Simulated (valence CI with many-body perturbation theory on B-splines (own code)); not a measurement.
The numbers below are computed, except where a source is named.
## Ta50+: input, log and results

Method: configuration interaction combined with many-body perturbation theory (CI+MBPT): five valence electrons over a frozen Dirac-Fock core [Ar], radial functions for each j: 7 s, 7 p, 8 d, 6 f, 4 g, 1 h, with the one-electron correlation potential Σ1 (screened to all orders), the two-electron term Σ2, the three-electron term Σ3, Breit, model QED; selected single and double excitations, second order for the rest (own B-spline code, finite nucleus).

Command, and the settings that its task file holds:

```sh
python run_cv.py task.json out
```

```
atom Ta  Z=73  mass_number=181  rms_radius_fm=5.3507
core [Ar]
valence 3d5
avg = 1
basis = M
breit = 1
cap = 40000
capref = 1200
cscale = 1
de = 0.0
dress = 0
eps = 2e-08
h = 0.27
hh = 1
l2 = 3
lcore = 6
maxit = 60
n2 = 5
natural = 1
nlev = 45
nno = [4, 4, 5, 4, 3, 1]
nroot = 26
nsp = [3, 3, 3, 2, 1, 0]
pt2 = 1
qed = 1
rpa = 1
s1 = 1
s2 = 1
s3 = 1
screen = 1
tol = 2e-05
```

It took 110 s on 1 thread of Arm Neoverse V2, on a shared host.

Log. The first blocks belong to the next ion, which gives the ionisation energy. Fields: 2J, parity (1 odd), roots, reference size, generating configurations, candidates as configurations/state functions, variational space P, stored matrix elements, Davidson steps; e2 is the range of second-order energies in hartree. The first line gives the box (bohr), its intervals, the orbitals and the steps of their self-consistent field. Window is the range of levels sought, series limit the energy at which the first omitted orbital would enter, core excitation an estimate of the first excitation out of the core, left out the lowest levels not solved, and shifts from estimates the range by which levels moved from their first estimate, all in cm⁻¹.

```
rmax 2.2 intervals 56 orbitals 59 references ['3d5', '3d4 4s', '3d4 4p'] scf 4 t 0.8
2J=0 par=0 roots 2 ref 17 generators 4 cand 2409/4463 P 1542/2860 nnz 1.6e+06 it 4
2J=0 par=0 roots 2 ref 17 generators 4 cand 880/1620 P 1950/3669 nnz 2.7e+06 it 3
   second order: generators 7 cand 3682/9368 e2 -0.00002 -0.00001
reference levels 902, estimated 37, window 1967712 1/cm; series limit 28147943, core excitation 2459640
2J=5 par=0 roots 10 ref 81 generators 5 cand 3266/42537 P 573/7961 nnz 1.3e+07 it 5
2J=5 par=0 roots 10 ref 81 generators 5 cand 2898/37131 P 1972/26605 nnz 1.4e+08 it 7
   second order: generators 7 cand 5675/167736 e2 -0.00072 -0.00039
2J=7 par=0 roots 7 ref 72 generators 3 cand 3258/45056 P 439/7994 nnz 1.6e+07 it 5
2J=7 par=0 roots 7 ref 72 generators 3 cand 2978/39614 P 1490/24095 nnz 1.2e+08 it 7
   second order: generators 4 cand 4450/115313 e2 -0.00115 -0.00088
2J=11 par=0 roots 3 ref 35 generators 3 cand 2932/33739 P 600/7982 nnz 1.5e+07 it 4
2J=11 par=0 roots 3 ref 35 generators 3 cand 2540/28272 P 1977/24480 nnz 1.3e+08 it 5
   second order: generators 3 cand 1163/11774 e2 -0.00023 -0.00019
2J=3 par=0 roots 7 ref 67 generators 3 cand 3228/32866 P 607/7995 nnz 1.5e+07 it 5
2J=3 par=0 roots 7 ref 67 generators 3 cand 2834/27432 P 2227/24998 nnz 1.2e+08 it 7
   second order: generators 7 cand 7015/177354 e2 -0.00021 -0.00016
2J=9 par=0 roots 5 ref 56 generators 3 cand 3152/41510 P 481/7988 nnz 1.6e+07 it 5
2J=9 par=0 roots 5 ref 56 generators 3 cand 2838/36035 P 1581/24048 nnz 1.2e+08 it 5
   second order: generators 3 cand 1738/19975 e2 -0.00097 -0.00057
2J=1 par=0 roots 4 ref 39 generators 3 cand 2963/17006 P 1159/7990 nnz 1.4e+07 it 5
2J=1 par=0 roots 4 ref 39 generators 3 cand 2143/11549 P 2820/17671 nnz 5.9e+07 it 7
   second order: generators 3 cand 482/1868 e2 -0.00001 -0.00001
2J=13 par=0 roots 1 ref 18 generators 1 cand 2259/23689 P 679/7987 nnz 1.9e+07 it 4
2J=13 par=0 roots 1 ref 18 generators 1 cand 1807/18211 P 1772/19629 nnz 9.3e+07 it 5
   second order: generators 1 cand 714/6569 e2 -0.00003 -0.00003
left out: unestimated 14221686, estimated none, shifts from estimates -435 to 416
operators 1.1
```

The Davidson iterations converged.

No measured spectrum was set against this ion. As an estimate, large intervals hold to a few tenths of a per cent, small ones and those within an open d or f shell to about a per cent. Among the levels kept, up to 250 cm⁻¹ of a level comes from second order outside the variational space, and about a tenth of that is noise between levels of different J, which matters for small intervals. The list stops below the first excitations out of the core. Only levels of the ground parity were solved; by the run's estimate the other parity begins above the list, which can be wrong where configurations are misplaced.

```yaml
Valence_energy: -894.7124 hartree
Ionisation_energy: "4537.9 eV (NIST: 4537 ± 4 eV (theoretical))"
Reference_configurations_for_the_orbitals: 3d5, 3d4 4s, 3d4 4p
Radial_orbitals: 59
Box_radius: 2.247 bohr
Largest_variational_space: 26605
Lowest_levels: (3d3/2^4 3d5/2) J=5/2 0.00, (3d3/2^3 3d5/2^2) J=5/2 [a] 54.15, (3d3/2^3 3d5/2^2) J=7/2 [a] 65.69, (3d3/2^3 3d5/2^2) J=11/2 66.98, (3d3/2^3 3d5/2^2) J=3/2 [a] 67.47, (3d3/2^3 3d5/2^2) J=9/2 72.39, (3d3/2^3 3d5/2^2) J=5/2 [b] 75.99, (3d3/2^3 3d5/2^2) J=1/2 79.40, (3d3/2^3 3d5/2^2) J=7/2 [b] 80.47, (3d3/2^3 3d5/2^2) J=3/2 [b] 96.89, (3d3/2^2 3d5/2^3) J=5/2 [a] 118.87, (3d3/2^2 3d5/2^3) J=7/2 [a] 127.33, (3d3/2^2 3d5/2^3) J=11/2 127.77, (3d3/2^2 3d5/2^3) J=9/2 [a] 129.77 eV
```

Levels are named by their leading jj configuration (3d3/2^4 stands for four electrons in 3d with j = 3/2), which in mixed levels can hold well under half, so a name can repeat and another be missing. Letters in brackets count levels of one name in rising energy.
